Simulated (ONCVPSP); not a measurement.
# Building the ONCV potential for thulium (LDA (Perdew-Wang 92), scalar-relativistic).

Input for ONCVPSP 4.0.1:

```
# ATOM AND REFERENCE CONFIGURATION
# atsym  z   nc   nv     iexc    psfile
  Tm 69.00    9    5  -001012      upf
#
#   n    l    f
    1    0    2.00
    2    0    2.00
    2    1    6.00
    3    0    2.00
    3    1    6.00
    3    2   10.00
    4    0    2.00
    4    1    6.00
    4    2   10.00
    4    3   13.00
    5    0    2.00
    5    1    6.00
    5    2    0.50
    6    0    1.50
#
# PSEUDOPOTENTIAL AND OPTIMIZATION
# lmax
    3
#
#   l,   rc,      ep,       ncon, nbas, qcut
    0    2.30    0.00    4    8    6.40
    1    1.80    0.00    4    8    6.10
    2    2.55    0.00    5    9    4.00
    3    0.70    0.00    4    8   22.40
#
# LOCAL POTENTIAL
# lloc, lpopt,  rc(5),   dvloc0
    4    3    0.65    0.00
#
# VANDERBILT-KLEINMAN-BYLANDER PROJECTORs
# l, nproj, debl
    0    2    2.50
    1    2    0.30
    2    1    1.20
    3    3    3.10
#
# MODEL CORE CHARGE
# icmod, fcfact, rcfact
    2    0.65    0.70
#
# LOG DERIVATIVE ANALYSIS
# epsh1, epsh2, depsh
   -3.00    5.00    0.02
#
# OUTPUT GRID
# rlmax, drl
    6.00    0.01
#
# TEST CONFIGURATIONS
# ncnf
    4
# nvcnf
#   n    l    f
    5
    4    3   13.00
    5    0    2.00
    5    1    6.00
    5    2    0.00
    6    0    2.00
#
    5
    4    3   13.00
    5    0    2.00
    5    1    6.00
    5    2    0.00
    6    0    1.00
#
    5
    4    3   13.00
    5    0    2.00
    5    1    6.00
    5    2    0.00
    6    0    0.00
#
    6
    4    3   13.00
    5    0    2.00
    5    1    6.00
    5    2    0.00
    6    0    1.00
    6    1    1.00
#
```

Command:

```bash
oncvpsp.x < Tm.dat > Tm.out
```

Output (shortened: citation, most of the input echo, consistency checks and plot data are left out):

```
ONCVPSP  (Optimized Norm-Conservinng Vanderbilt PSeudopotential)
scalar-relativistic version 4.0.1

#   n    l    f        energy (Ha)
    1    0    2.00    -2.1769884E+03
    2    0    2.00    -3.6732388E+02
    2    1    6.00    -3.2444353E+02
    3    0    2.00    -8.2526422E+01
    3    1    6.00    -6.9543742E+01
    3    2   10.00    -5.3487869E+01
    4    0    2.00    -1.6226469E+01
    4    1    6.00    -1.1958216E+01
    4    2   10.00    -6.2907261E+00
    4    3   13.00    -1.1134441E-01
    5    0    2.00    -1.9557442E+00
    5    1    6.00    -9.8319555E-01
    5    2    0.50    -3.1772808E-02
    6    0    1.50    -1.4648302E-01

Reference configufation results
  iterations    41
  all-electron total energy (Ha)   -1.35589712D+04

Begin loop to  construct optimized pseudo wave functions
and semi-local pseudopoentials for all angular momenta

Calculating optimized projector #   1

 for l=   0

    Fraction of norm inside rc  0.982302
    Optimizing pswf for qcut=   6.40 a_B^-1,  ecut=  20.46 Ha
    Residual kinetic energy error=  2.13D-08 Ha

    Energy error per electron        Cutoff
         Ha          eV             Ha
         0.01000     0.27211        4.40
         0.00100     0.02721       10.70
         0.00010     0.00272       13.66
         0.00001     0.00027       15.85

Calculating optimized projector #   2

 for l=   0

    Fraction of norm inside rc  0.091519
    Optimizing pswf for qcut=   6.40 a_B^-1,  ecut=  20.46 Ha
    Residual kinetic energy error=  6.15D-08 Ha

    Energy error per electron        Cutoff
         Ha          eV             Ha
         0.01000     0.27211        2.88
         0.00100     0.02721        9.79
         0.00010     0.00272       13.45
         0.00001     0.00027       16.06

WARNING wellstate: negative energy specified for n= 6 l=  1
WARNING scattering state with energy  0.25000000
WARNING will be used for the first projector

   Wellstate for l =  1  n =  6
     eigenvalue =   0.2500
     asymptotic potential =   0.7500
     half-point radius =  4.2698

Calculating optimized projector #   1

 for l=   1

    Fraction of norm inside rc  0.763565
    Optimizing pswf for qcut=   6.11 a_B^-1,  ecut=  18.66 Ha
    Residual kinetic energy error=  6.52D-05 Ha

    Energy error per electron        Cutoff
         Ha          eV             Ha
         0.01000     0.27211        6.11
         0.00100     0.02721       13.28
         0.00010     0.00272       17.73
         0.00001     0.00027       56.92

Calculating optimized projector #   2

 for l=   1

    Fraction of norm inside rc  0.090109
    Optimizing pswf for qcut=   6.11 a_B^-1,  ecut=  18.66 Ha
    Residual kinetic energy error=  4.51D-05 Ha

    Energy error per electron        Cutoff
         Ha          eV             Ha
         0.01000     0.27211        5.44
         0.00100     0.02721       11.44
         0.00010     0.00272       17.18
         0.00001     0.00027       28.86

Calculating optimized projector #   1

 for l=   2

    Fraction of norm inside rc  0.332398
    Optimizing pswf for qcut=   4.01 a_B^-1,  ecut=   8.02 Ha
    Residual kinetic energy error=  7.63D-04 Ha

    Energy error per electron        Cutoff
         Ha          eV             Ha
         0.01000     0.27211        5.41
         0.00100     0.02721        7.75
         0.00010     0.00272       24.33
         0.00001     0.00027       42.92

   Wellstate for l =  3  n =  6
     eigenvalue =   2.9887
     asymptotic potential =   3.4887
     half-point radius =  2.9969

   Wellstate for l =  3  n =  6
     eigenvalue =   6.0887
     asymptotic potential =   6.5887
     half-point radius =  2.0038

Calculating optimized projector #   1

 for l=   3

    Fraction of norm inside rc  0.523946
    Optimizing pswf for qcut=  22.41 a_B^-1,  ecut= 251.14 Ha
    Residual kinetic energy error=  2.56D-04 Ha

    Energy error per electron        Cutoff
         Ha          eV             Ha
         0.01000     0.27211      200.08
         0.00100     0.02721      228.69
         0.00010     0.00272      762.18

Calculating optimized projector #   2

 for l=   3

    Fraction of norm inside rc  0.038655
    Optimizing pswf for qcut=  22.41 a_B^-1,  ecut= 251.14 Ha
    Residual kinetic energy error=  2.31D-05 Ha

    Energy error per electron        Cutoff
         Ha          eV             Ha
         0.01000     0.27211      172.19
         0.00100     0.02721      208.99
         0.00010     0.00272      235.63
         0.00001     0.00027      288.90

Calculating optimized projector #   3

 for l=   3

    Fraction of norm inside rc  0.047762
    Optimizing pswf for qcut=  22.41 a_B^-1,  ecut= 251.14 Ha
    Residual kinetic energy error=  9.07D-05 Ha

    Energy error per electron        Cutoff
         Ha          eV             Ha
         0.01000     0.27211      189.48
         0.00100     0.02721      224.33
         0.00010     0.00272      249.99
         0.00001     0.00027      335.30

Construct Vanderbilt / Kleinmman-Bylander projectors

B matrix Hermiticity error, ll=   0
   1   2    1.5854E-04

  Orthonormal projector coefficients  2.4232E+01  1.1672E+00

B matrix Hermiticity error, ll=   1
   1   2    1.3322E-04

  Orthonormal projector coefficients  1.7600E+01  1.1426E+00

B matrix Hermiticity error, ll=   3
   1   2   -7.3382E-04
   1   3   -1.7630E-03
   2   3   -2.8100E-04

  Orthonormal projector coefficients -1.0225E+02 -3.9938E+01 -1.0058E+01

Model core correction analysis
  based on d2Exc/dn_idn_j

d2excae - all-electron derivatives

   -1.909767D-02   -1.167676D-02   -8.858175D-03   -2.071425D-03
   -1.273919D-03
   -1.167661D-02   -2.351234D-02   -2.066432D-02   -4.747632D-03
   -1.602136D-03
   -8.858046D-03   -2.066430D-02   -2.114743D-02   -7.426169D-03
   -3.293111D-03
   -2.071317D-03   -4.747639D-03   -7.426062D-03   -1.697233D-02
   -1.927911D-02
   -1.273648D-03   -1.602065D-03   -3.292567D-03   -1.927260D-02
   -2.619093D-02

d2excps - pseudofunction derivatives with no core correction

   -3.905150D-02   -2.030036D-02   -1.181403D-02   -2.140122D-03
   -1.816843D-03
   -2.030042D-02   -2.325327D-02   -2.034225D-02   -4.616129D-03
   -1.667465D-03
   -1.181395D-02   -2.034214D-02   -2.210497D-02   -7.664701D-03
   -3.292982D-03
   -2.140018D-03   -4.616120D-03   -7.664604D-03   -1.710862D-02
   -1.928369D-02
   -1.816589D-03   -1.667399D-03   -3.292438D-03   -1.927718D-02
   -2.619725D-02

rms 2nd derivative error    4.759547E-03

amplitude prefactor, scale prefactor
   11.9548    1.1678

d2excps - pseudofunction derivatives with core correction

   -2.289100D-02   -1.431145D-02   -9.677183D-03   -2.034798D-03
   -1.410817D-03
   -1.431137D-02   -1.966601D-02   -1.870887D-02   -4.510160D-03
   -1.440808D-03
   -9.677050D-03   -1.870873D-02   -2.116896D-02   -7.595344D-03
   -3.197046D-03
   -2.034690D-03   -4.510146D-03   -7.595244D-03   -1.710237D-02
   -1.927787D-02
   -1.410547D-03   -1.440730D-03   -3.196501D-03   -1.927136D-02
   -2.618247D-02

rms 2nd derivative error    1.447134E-03

Pseudoatom total energy -220.831485

Diagnostic tests using Vanderbilt-Kleinman-Bylander pseudopotentials
  1 or more projectors used as specified by nproj input data

   l    rcore       rmatch      e in        delta e   norm test  slope test

   0   2.3048575   2.3748380  -1.9557442   0.0000012   1.0001687   1.0001552
   0   2.3048575   2.3748380  -0.1464830   0.0000007   1.0000176   1.0000138

   1   1.8035445   1.8583040  -0.9831956  -0.0000020   1.0001229   1.0001369
   1   1.8035445   1.8583040   0.2500000   0.0000056   1.0002575   1.0002575

   2   2.5515833   2.6290549  -0.0317728   0.0000006   1.0000031   0.9999992

   3   0.7008836   0.7221640  -0.1113444   0.0001032   1.0004252   0.9999067
   3   0.7008836   0.7221640   2.9886556  -0.0003890   1.0009318   1.0009318
   3   0.7008836   0.7221640   6.0886556  -0.0002550   1.0011194   1.0011194

 Testing for bound ghosts
   n   l    E NL Schr. Eq   E Basis Diag.   E Cutoff

       0                      -14.665931     49.95  WARNING - GHOST(-)
   1   0       -1.955743       -1.955690     49.95
   2   0       -0.146482       -0.127014     49.95

       1                       -3.561203     93.14  WARNING - GHOST(-)
   2   1       -0.983198       -0.983100     93.14

   3   2       -0.031772       -0.020741     52.76

   4   3       -0.111241       -0.050575   1003.38

 Testing for highly-localized positive-energy ghosts
       l    <radius>/rc     E Basis Diag.   E Cutoff

       2        0.839455        0.792122     52.76  WARNING - GHOST(+)

       3        0.998196       -0.050575   1003.38  WARNING - GHOST(+)

Test configuration 0

   n   l     f        eae           eps        diff
   1   0  2.0000-2176.98840509
   2   0  2.0000 -367.32388087
   2   1  6.0000 -324.44352873
   3   0  2.0000  -82.52642164
   3   1  6.0000  -69.54374229
   3   2 10.0000  -53.48786869
   4   0  2.0000  -16.22646885
   4   1  6.0000  -11.95821597
   4   2 10.0000   -6.29072608
   4   3 13.0000   -0.11134441   -0.11124125    1.03D-04
   5   0  2.0000   -1.95574422   -1.95574300    1.22D-06
   5   1  6.0000   -0.98319555   -0.98319753   -1.97D-06
   5   2  0.5000   -0.03177281   -0.03177226    5.50D-07
   6   0  1.5000   -0.14648302   -0.14648232    7.00D-07

    Total energies and differences
      AE_ref= -1.35589712D+04  AE_tst= -1.35589712D+04  dif=  0.00D+00
      PS_ref= -2.20831485D+02  PS_tst= -2.20831485D+02  dif= -2.22D-12
      PSP excitation error=  2.22D-12

Test configuration 1

   n   l     f        eae           eps        diff
   1   0  2.0000-2176.99741187
   2   0  2.0000 -367.33387526
   2   1  6.0000 -324.45349987
   3   0  2.0000  -82.53602471
   3   1  6.0000  -69.55335117
   3   2 10.0000  -53.49758609
   4   0  2.0000  -16.23638249
   4   1  6.0000  -11.96823905
   4   2 10.0000   -6.30096001
   4   3 13.0000   -0.12195142   -0.12104662    9.05D-04
   5   0  2.0000   -1.96781231   -1.96741706    3.95D-04
   5   1  6.0000   -0.99431410   -0.99451238   -1.98D-04
   6   0  2.0000   -0.14817348   -0.14819080   -1.73D-05

    Total energies and differences
      AE_ref= -1.35589712D+04  AE_tst= -1.35590278D+04  dif= -5.66D-02
      PS_ref= -2.20831485D+02  PS_tst= -2.20888456D+02  dif= -5.70D-02
      PSP excitation error=  3.60D-04

Test configuration 2

   n   l     f        eae           eps        diff
   1   0  2.0000-2177.24586455
   2   0  2.0000 -367.58132475
   2   1  6.0000 -324.70108999
   3   0  2.0000  -82.78208857
   3   1  6.0000  -69.79944289
   3   2 10.0000  -53.74381030
   4   0  2.0000  -16.48304335
   4   1  6.0000  -12.21512209
   4   2 10.0000   -6.54815213
   4   3 13.0000   -0.36969201   -0.36899505    6.97D-04
   5   0  2.0000   -2.21837248   -2.21749705    8.75D-04
   5   1  6.0000   -1.24410605   -1.24420743   -1.01D-04
   6   0  1.0000   -0.34698159   -0.34696218    1.94D-05

    Total energies and differences
      AE_ref= -1.35589712D+04  AE_tst= -1.35587814D+04  dif=  1.90D-01
      PS_ref= -2.20831485D+02  PS_tst= -2.20642931D+02  dif=  1.89D-01
      PSP excitation error=  1.23D-03

Test configuration 3

psatom: WARNING lschvkbb convergence error n,l,iter=   3   2   3
ea(ii),et,emin,emax -3.177226E-02 -3.494948E-02 -3.494948E-02 -3.494948E-02
run_config: WARNING for fully non-local PS atom, stg. 1
 WARNING no output for configuration 4

Test configuration 4

   n   l     f        eae           eps        diff
   1   0  2.0000-2177.05502765
   2   0  2.0000 -367.39101022
   2   1  6.0000 -324.51067932
   3   0  2.0000  -82.59244039
   3   1  6.0000  -69.60977714
   3   2 10.0000  -53.55409048
   4   0  2.0000  -16.29321612
   4   1  6.0000  -12.02520687
   4   2 10.0000   -6.35811752
   4   3 13.0000   -0.17947070   -0.17890071    5.70D-04
   5   0  2.0000   -2.02722845   -2.02641297    8.15D-04
   5   1  6.0000   -1.05313669   -1.05311260    2.41D-05
   6   0  1.0000   -0.18173688   -0.18171977    1.71D-05
   6   1  1.0000   -0.06821360   -0.06822000   -6.40D-06

    Total energies and differences
      AE_ref= -1.35589712D+04  AE_tst= -1.35589181D+04  dif=  5.30D-02
      PS_ref= -2.20831485D+02  PS_tst= -2.20779307D+02  dif=  5.22D-02
      PSP excitation error=  8.70D-04
```

Note: ghosts flagged at negative energy: s at -399.1 eV, p at -96.9 eV, f at -1.38 eV; GHOST(+) flagged for d at 21.6 eV. A true bound ghost makes a file unfit for plane-wave use.

The run took about 7.9 s on one core of a shared server CPU.
